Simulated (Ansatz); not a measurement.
Sn4H8. The state is a singlet with charge 0. Geometry PBE-D4/def2-SVP.

| atom | x (Å) | y (Å) | z (Å) |
| --- | --- | --- | --- |
| Sn1 | 0.321 | -0.117 | -1.122 |
| Sn2 | -2.469 | 0.435 | -2.008 |
| Sn3 | -1.662 | 0.013 | 1.168 |
| Sn4 | 1.928 | -0.029 | 1.260 |
| H5 | 3.414 | -0.823 | 0.853 |
| H6 | -2.375 | 2.107 | -1.350 |
| H7 | 1.105 | 1.179 | -1.976 |
| H8 | -1.498 | -1.776 | 0.955 |
| H9 | 2.258 | 1.608 | 1.709 |
| H10 | -3.084 | -0.133 | -0.280 |
| H11 | 0.811 | -1.617 | -1.839 |
| H12 | 1.251 | -0.848 | 2.630 |

In the def2 sets Sn takes a core potential; there is no spin–orbit coupling. LC-ωPBE has ω = 0.4 bohr⁻¹. Another isomer (singlet) lies 0.35 eV lower at PBE0-D4/def2-TZVP; other spin states weren't run for this one.

Problem. Estimate the orbital energies around the gap (eV) in Ansatz with PBE-D4/def2-TZVP, r2SCAN-D4/def2-TZVP, PBE0-D4/def2-TZVP, LC-ωPBE/def2-TZVP, ωB97M-V/def2-TZVP.

Solution. 
```
orbital  PBE-D4/def2-TZVP  r2SCAN-D4/def2-TZVP  PBE0-D4/def2-TZVP  LC-ωPBE/def2-TZVP  ωB97M-V/def2-TZVP
 HOMO−5             -7.84                -8.17              -9.03             -11.71             -11.18
 HOMO−4             -7.51                -7.84              -8.65             -11.24             -10.74
 HOMO−3             -6.99                -7.28              -8.00             -10.51             -10.06
 HOMO−2             -6.64                -6.92              -7.67             -10.12              -9.71
 HOMO−1             -6.23                -6.47              -7.12              -9.39              -9.01
   HOMO             -5.64                -5.85              -6.45              -8.58              -8.27
   LUMO             -3.29                -3.27              -2.72              -1.02              -1.17
 LUMO+1             -2.24                -2.07              -1.57               0.24              -0.02
 LUMO+2             -2.06                -1.87              -1.38               0.45               0.09
 LUMO+3             -1.04                -0.80              -0.34               1.53               1.14
 LUMO+4             -0.83                -0.52              -0.12               1.71               1.28
 LUMO+5             -0.62                -0.42               0.12               2.13               1.76
```
